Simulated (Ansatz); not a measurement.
Geometry optimisation, RKS PBE/def2-SVP in Ansatz.

The input (input.yaml):

```yaml
crystal:
  periodic: [false, false, false]
  atoms:
    - { symbol: Ti, position_ang: [0.0, 0.0, 0.0] }
    - { symbol: Cl, position_ang: [0.0, 0.0, 2.72] }
    - { symbol: Cl, position_ang: [2.2349, 0.0, -0.7892] }
    - { symbol: Cl, position_ang: [-1.1163, 1.9339, -0.7892] }
    - { symbol: Cl, position_ang: [-1.1163, -1.9339, -0.7892] }
    - { symbol: Br, position_ang: [-2.7046, 0.0, 0.8987] }
    - { symbol: H, position_ang: [-1.522, 0.0, 2.2375] }
basis:
  gaussian: { orbitals: def2-SVP }
hamiltonian:
  xc: pbe
relax:
  f_tol: 0.15
  max_steps: 25
  restrain:
    - { distance: [0, 5], at: 2.55, k: 30.0 }
    - { distance: [6, 1], at: 1.37, k: 30.0 }
    - { distance: [0, 1], at: 3.57, k: 30.0 }
    - { distance: [6, 5], at: 2.75, k: 30.0 }
```

Run as:

```bash
$ ansatz run input.yaml --threads 4 --pin off --max-ram 5120MiB --backend cpu --events-out ev --progress --plain --runs-dir out
```

Q: Where does it end, and by what steps?

A: The forces met the threshold. The restraints hold the end off the free minimum. After 8 steps the energy has fallen by 1.865 eV (the restraints' own energy left out); H7 moved furthest, 1.08 Å. Parted: Ti1–Cl2 (2.72 → 3.57 Å).

```
step  energy less start (eV)  largest force component (eV/Å)  accepted
   0                  0.0000                           1.852       yes
   1                  0.1794                           1.859       yes
   2                  0.2455                           1.972       yes
   3                 -0.1471                           1.591       yes
   4                 -0.7384                           1.043       yes
   5                 -1.2003                           0.984       yes
   6                 -1.5186                           1.051       yes
   7                 -1.7457                           1.196       yes
   8                 -1.8649                           1.016       yes
```

```xyz
7
Properties=species:S:1:pos:R:3
Ti -0.563 0.000 -0.433
Cl 0.212 0.000 3.057
Cl 1.562 0.000 0.049
Cl -0.832 1.746 -1.690
Cl -0.832 -1.746 -1.690
Br -2.657 0.000 0.961
H -1.115 0.000 3.235
```

Time of the run: 31 s on 4 threads of Arm Neoverse V2 (shared host), peak memory 0.38 GiB.
